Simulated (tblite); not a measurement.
Isomers of C7H10FOP. Level: GFN2-xTB in tblite, geometry and Hessian alike; calculated harmonic values, unscaled, isolated species. This tight-binding method is rough: wavenumbers can miss measured ones by several per cent, in bad cases by 10 to 20. One conformer each.

Electronic energies: GFN2-xTB at the same geometries; isomer energies are rough at this level and their order can be wrong.

```csv
SMILES,"electronic energy, lowest = 0 (kcal/mol)"
CC(C)(C)c1oc(F)cp1,7.5
CC1=C(F)[P@@]1(=O)C1CCC1,42.9
C=C[P@@]1(=O)CCC(C)=C1F,3.8
C=C[P@]1(=O)CC(C)=C(F)C1,0.0
```

Question: How do GFN2-xTB zero-point energies change the relative energies?

Answer: 
```csv
SMILES,ZPE (kcal/mol),of it from modes above 1550 cm⁻¹,electronic (kcal/mol),"with ZPE, lowest = 0 (kcal/mol)",lowest mode (cm⁻¹),rings
C=C[P@]1(=O)CC(C)=C(F)C1,95.3,47.9,0.0,0.0,47,1
C=C[P@@]1(=O)CCC(C)=C1F,96.0,48.0,3.8,4.5,61,1
CC(C)(C)c1oc(F)cp1,97.8,45.8,7.5,10.0,30,1
CC1=C(F)[P@@]1(=O)C1CCC1,96.9,45.4,42.9,44.4,30,2
```

The zero-point energies span 2.5 kcal/mol, from `C=C[P@]1(=O)CC(C)=C(F)C1` to `CC(C)(C)c1oc(F)cp1`. The order is unchanged.

Question: What do entropy and thermal enthalpy add at 298.15 K and 1 bar (rigid rotor, harmonic oscillator, one conformer each)?

Answer: 
| SMILES | point group | symmetry number | S (cal/(mol K)) | H − H(0) (kcal/mol) | ZPE + H − H(0) − TS (kcal/mol) |
| --- | --- | --- | --- | --- | --- |
| C=C[P@]1(=O)CC(C)=C(F)C1 | C1 | 1 | 104.1 | 7.69 | 72.0 |
| C=C[P@@]1(=O)CCC(C)=C1F | C1 | 1 | 104.5 | 7.74 | 72.6 |
| CC(C)(C)c1oc(F)cp1 | Cs | 1 | 101.7 | 7.37 | 74.9 |
| CC1=C(F)[P@@]1(=O)C1CCC1 | C1 | 1 | 106.6 | 7.68 | 72.8 |
